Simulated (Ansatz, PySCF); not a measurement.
Ways to break one bond of COB(O)O:

A. COB(O)O [methoxyboronic acid] -> COB([O])O + H atom
B. COB(O)O [methoxyboronic acid] -> O[B]O + C[O]
C. COB(O)O -> CO[B]O + [OH] (HO)

Quantity: bond dissociation energy (enthalpy at 298 K, with B3LYP-D3(BJ) rigid-rotor harmonic-oscillator terms from PySCF), kcal/mol. Geometries: B3LYP-D3(BJ)/def2-TZVP minima from Ansatz (a quantum-chemistry and plane-wave program), one conformer each, not searched for the lowest. Valence correlation only, unless marked. UHF or UKS for open shells. No spin-orbit coupling. Non-relativistic. Basis-set limits of correlation are two-point, X^-3; Hartree-Fock from the larger set. [CCSD(T)-MP2]/basis is that difference in the basis named.

```json
[
 {"": "A", "PBE0-D3(BJ)/def2-TZVP (Ansatz + dftd3)": "113.8", "LC-wPBE-D3(BJ)/def2-TZVPD (Ansatz + dftd3)": "115.5", "CCSD(T)/cc-pVDZ (Ansatz)": "111.0", "RI-MP2/CBS(cc-pVTZ,cc-pVQZ)+[CCSD(T)-MP2]/cc-pVTZ (Ansatz)": "120.9"},
 {"": "B", "PBE0-D3(BJ)/def2-TZVP (Ansatz + dftd3)": "132.9", "LC-wPBE-D3(BJ)/def2-TZVPD (Ansatz + dftd3)": "135.2", "CCSD(T)/cc-pVDZ (Ansatz)": "135.5", "RI-MP2/CBS(cc-pVTZ,cc-pVQZ)+[CCSD(T)-MP2]/cc-pVTZ (Ansatz)": "141.6"},
 {"": "C", "PBE0-D3(BJ)/def2-TZVP (Ansatz + dftd3)": "143.6", "LC-wPBE-D3(BJ)/def2-TZVPD (Ansatz + dftd3)": "144.0", "CCSD(T)/cc-pVDZ (Ansatz)": "143.2", "RI-MP2/CBS(cc-pVTZ,cc-pVQZ)+[CCSD(T)-MP2]/cc-pVTZ (Ansatz)": "149.1"}
]
```
